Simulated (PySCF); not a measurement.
Run record: geometry optimisation, `C[Se][GeH2][NH2]`.

Method: PBE0-D3(BJ)/def2-SVP geometry optimisation, gas phase (PySCF 2.14.0). Start geometry: GFN2-xTB. The input is one job of a driver script: a line of settings, then coordinates in Å.

Command:
```bash
OMP_NUM_THREADS=1 python probes_run.py task.json out
```

Input:
```
{"job": {"xc": "PBE0", "basis": "def2-SVP", "d3": "d3bj", "grid": 1, "shake": 0.01, "kind": "geom"}, "charge": 0, "multiplicity": 1}
C     -2.269690    -0.194260     0.022070
Se    -0.818160     0.710910     0.962910
Ge     0.917610    -0.288900    -0.206530
N      2.452630     0.671280     0.188150
H     -2.110950    -0.133650    -1.063460
H     -2.374040    -1.195650     0.346520
H     -3.189680     0.370850     0.263940
H      1.270350    -1.697880     0.222210
H      0.549190    -0.343420    -1.661780
H      3.281930     0.402280    -0.244620
H      2.328930     1.672620     0.194850
```

Question: Estimate the output.

Answer: 
```
step   0  E = -4574.36861011  max force = 0.049416
step   1  E = -4574.37381731  max force = 0.011832
step   2  E = -4574.37462772  max force = 0.002102
step   3  E = -4574.37473167  max force = 0.001015
step   4  E = -4574.37484055  max force = 0.003085
step   5  E = -4574.37496870  max force = 0.003680
step   6  E = -4574.37503330  max force = 0.002096
step   7  E = -4574.37505837  max force = 0.000397
step   8  E = -4574.37506649  max force = 0.000355
optimisation converged
```

Energies in Eh; «max force» is the largest Cartesian gradient component in Eh/bohr.

Question: Give the first gradient maximum in eV/Å.

Answer: With 1 Eh/bohr = 51.422 eV/Å, 2.541 eV/Å.

Question: How much energy does the optimisation release, in eV?

Answer: E(step 0) − E(last step) = 0.006456 Eh, which is 0.176 eV.

Main results: final energy -4574.37507 Eh after 8 steps; dipole 2.01 D.

Question: Give the final coordinates.

Answer: 0.213 Å rms from the input after alignment:
```
atom  x, y, z in Å
C1    -2.2689   -0.1770   -0.0884
Se2   -0.8656    0.6451    0.9977
Ge3    0.9725   -0.3322   -0.0836
N4     2.3534    0.8212    0.2330
H5    -2.1364    0.0677   -1.1504
H6    -2.2902   -1.2659    0.0496
H7    -3.2199    0.2438    0.2641
H8     1.4013   -1.6871    0.5132
H9     0.5496   -0.5329   -1.5642
H10    3.2857    0.4514    0.0712
H11    2.2670    1.7409   -0.1886
```

Question: Estimate the wall time. Hardware: one thread of an Arm Neoverse N1, no GPU, shared host with 64 logical CPUs at a one-minute load of 63. And the peak memory of the process?

Answer: About 1.8 min, with 0.52 GiB resident at the peak, the Python interpreter and its libraries included.
Labels such as C1 count atoms from 1, the log's own numbers from 0.
